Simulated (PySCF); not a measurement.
Al(H) cation (AlH), SMILES [AlH] (connectivity only; charge and spin as stated), charge +1, multiplicity 2. Atoms are numbered in the order given.

```xyz
2

Al     0.0000     0.0000    -0.1160
H      0.0000     0.0000     1.5074
```
Charge +1, spin multiplicity 2.

Coordinates come from a B3LYP-D3(BJ)/def2-TZVPD optimisation. The multiplicity is an assumed one; other spin states were not compared.

Computed with B3LYP/pcH-1 in PySCF.

Unrestricted Kohn–Sham, ⟨S²⟩ = 0.758. Hyperfine tensors hold the contact and dipolar terms, without spin-orbit corrections.

Q: Estimate the hyperfine couplings. (The exact figures need the calculation; the answer reports its results.)

A: 
| nucleus | A(iso) (MHz) | A(iso) (G) | dipolar principal values (MHz) |
|---|---|---|---|
| 27Al no. 1 | 1238.4 | 441.9 | -52.1, -52.1, 104.2 |
| 1H no. 2 | 673.2 | 240.2 | -2.5, -2.5, 5.1 |
